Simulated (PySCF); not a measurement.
Gas-phase reaction: Ga₂O + 4 HCl = 2 GaHCl₂ + H₂O

Computed with PySCF and rigid-rotor harmonic-oscillator thermochemistry at 1 bar. † marks an energy on the PBE0/def2-TZVP geometry and frequencies; other levels use their own. MP2 and CCSD(T) freeze the core. 6-31G* has spherical d functions here. All species are closed-shell singlets. Ga: all electrons, no relativistic terms. GaHCl₂: computed as isolated molecules; such fragments, hydroxides, amides, oligomers or adducts are transient or little studied in the gas. MP2 isn't extrapolated to the basis-set limit; its ΔH°(298 K) is -335.9 kJ in def2-SVP and -338.4 kJ in def2-TZVPP. CCSD(T) isn't extrapolated to the basis-set limit; its ΔH°(298 K) is -306.0 kJ in def2-SVP and -315.9 kJ in def2-TZVPP. The harmonic model lacks anharmonicity and excited electronic states, which grow with temperature; levels with a mode under 35 cm⁻¹ are left out. Soft modes under 120 cm⁻¹ make the harmonic entropy rough for Ga₂O.

```tsv
level	ΔE electronic, kJ	ΔH°(298 K), kJ	ΔS°(298 K), J/K	ΔG°(1200 K), kJ
BLYP/def2-TZVP†	-240	-224	-245	70
CCSD(T)/def2-SVP†	-322	-306	-245	-12
HF/6-31G*	-374	-357	-251	-55
HF/def2-TZVP†	-359	-343	-245	-49
M06-2X/def2-TZVP†	-359	-343	-245	-48
MP2/def2-TZVPP†	-354	-338	-245	-44
PBE/def2-TZVP†	-303	-288	-245	7
PBE0/def2-TZVP	-344	-329	-245	-34
r2SCAN/def2-TZVP†	-358	-342	-245	-48
LDA/def2-TZVP†	-355	-339	-245	-45
ωB97X-V/def2-TZVP†	-353	-337	-245	-43
```
ΔH° is lowest at HF/6-31G* and highest at BLYP/def2-TZVP†. No reference value is set beside these.
